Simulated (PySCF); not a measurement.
difluoro(silyl)silane (F₂H₄Si₂), SMILES F[SiH](F)[SiH3]. The structure is a stationary point at TPSSh-D3(BJ)/def2-SVP.

Computed with TPSSh-D3(BJ)/def2-SVP (PySCF).

Harmonic wavenumbers (cm⁻¹): 97, 133, 192, 301, 422, 518, 541, 819, 828, 843, 915, 932, 946, 959, 2249, 2260, 2266, 2289. Rotational constants (GHz): 6.168, 2.793, 2.154; symmetry number 1.

Task: Work out the zero-point energy and the ideal-gas rigid-rotor harmonic-oscillator thermochemistry at 298.15 K and 1 atm.

Result: ZPE = ½ Σ hcν = ½ × 17512 cm⁻¹ = 25.04 kcal/mol. H − E(el) = 29.60 kcal/mol. Entropy in cal/(mol K): translation 39.66, rotation 26.56, vibration 13.11, total 79.34. G − E(el) = 5.94 kcal/mol. Cp = 22.76 cal/(mol K). Modes under 150 cm⁻¹ make the vibrational entropy uncertain.
